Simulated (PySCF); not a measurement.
An excited-state job on CH9NSn2.

Method: TDDFT CAM-B3LYP/def2-SVPD, vertical, gas phase, core orbitals frozen in the response, def2 core potentials past Kr (PySCF 2.14.0, density-fitted response routines). Geometry: PBE0-D3(BJ)/def2-SVP. The command runs a driver script over a list of jobs; the input below is this job's line of settings and its coordinates in Å.

Command:
```bash
OMP_NUM_THREADS=1 python probes_run.py task.json out
```

Input:
```
{"job": {"kind": "uv", "xc": "CAM-B3LYP", "basis": "def2-SVPD", "ip": true, "nstates": 10}, "charge": 0, "multiplicity": 1}
Sn    -0.123522    -0.774163     1.803070
H     -0.869124    -2.320662     1.827010
H     -1.051037     0.321894     2.755274
H      1.497285    -0.823780     2.351301
N     -0.056451    -0.200595    -0.156203
C     -1.305844    -0.227541    -0.893941
Sn     1.439068     0.962955    -0.919948
H      1.016708     2.633160    -0.882994
H      1.651562     0.467451    -2.550732
H      2.826596     0.667717     0.037794
H     -1.128399    -0.298842    -1.983608
H     -1.957131     0.657029    -0.733929
H     -1.909092    -1.116735    -0.630893
```

Output:
```
coarse grid: 48600 points
cycle   1  E = -524.1018831668  dE = -4.485e+01  |g| = 3.397e+00  |ddm| = 1.354e+01
cycle   2  E = -522.6347622852  dE =  1.467e+00  |g| = 4.017e+00  |ddm| = 6.059e+01
cycle   3  E = -526.1096411668  dE = -3.475e+00  |g| = 1.533e+00  |ddm| = 5.936e+01
cycle   4  E = -526.6214577976  dE = -5.118e-01  |g| = 2.550e-01  |ddm| = 1.660e+00
cycle   5  E = -526.6381983384  dE = -1.674e-02  |g| = 3.705e-02  |ddm| = 5.624e-01
cycle   6  E = -526.6386908922  dE = -4.926e-04  |g| = 1.475e-02  |ddm| = 1.002e-01
cycle   7  E = -526.6387664583  dE = -7.557e-05  |g| = 5.139e-03  |ddm| = 3.434e-02
cycle   8  E = -526.6387776301  dE = -1.117e-05  |g| = 1.286e-03  |ddm| = 1.180e-02
cycle   9  E = -526.6387793192  dE = -1.689e-06  |g| = 4.411e-04  |ddm| = 5.493e-03
final grid: 98640 points
cycle  10  E = -526.6387480128  dE = -1.515e-07  |g| = 3.618e-04  |ddm| = 2.433e-03
cycle  11  E = -526.6387480007  dE =  1.208e-08  |g| = 5.386e-04  |ddm| = 1.038e-03
cycle  12  E = -526.6387480677  dE = -6.701e-08  |g| = 5.687e-05  |ddm| = 5.158e-04
cycle  13  E = -526.6387480703  dE = -2.534e-09  |g| = 2.997e-05  |ddm| = 1.600e-04
cycle  14  E = -526.6387480711  dE = -8.380e-10  |g| = 8.316e-06  |ddm| = 1.272e-04
converged SCF energy = -526.6387480711

Static polarisability (au): isotropic 103.772, principal 91.456 101.844 118.016

Singlet excitations
state   eV       nm        f      main configurations
  1   4.7644    260.2   0.00913   H->L 0.83, H->L+1 0.10
  2   5.4870    226.0   0.03334   H->L+1 0.88, H->L 0.09
  3   5.8880    210.6   0.00048   H->L+3 0.92
  4   5.9907    207.0   0.01400   H->L+2 0.77
  5   6.4137    193.3   0.00192   H->L+5 0.91
  6   6.4264    192.9   0.00051   H->L+4 0.84, H->L+2 0.10
  7   6.7251    184.4   0.00007   H->L+6 0.84
  8   6.9451    178.5   0.28500   H-1->L 0.75, H-1->L+1 0.09
  9   7.0443    176.0   0.00182   H->L+7 0.94
 10   7.3437    168.8   0.08586   H->L+8 0.84, H-1->L+1 0.10

Triplet excitations (Tamm-Dancoff, eV): 4.2234 5.3220 5.6548 5.6843
Vertical ionisation energy (delta-SCF) = 8.0105 eV
```

The SCF starts on a coarse grid where the log names one; the energy can jump when the final grid takes over, and dE then counts from the start density on the new grid. H and L stand for HOMO and LUMO; the number after each pair is its weight.

**Question.** Give the mean polarisability as a volume in Å³, and the ratio of the largest to the smallest principal value.

**Answer.** 103.772 au × 0.148185 = 15.38 Å³; 118.016/91.456 = 1.29.

Main results: HOMO -7.63 eV, LUMO 0.42 eV; lowest singlet 4.76 eV; lowest triplet 4.22 eV (Tamm–Dancoff); mean polarisability 103.8 au.

Atoms past krypton carry effective core potentials; spin–orbit coupling is left out.

**Question.** Estimate the wall time. Hardware: Arm Neoverse N1, one thread, shared host with 64 logical CPUs at a one-minute load of 28. And the peak memory of the process?

**Answer.** About 96 s (density and orbital grids were written too), with 1.0 GiB resident at the peak, the Python interpreter and its libraries included.
Labels such as C1 count atoms from 1, the log's own numbers from 0.
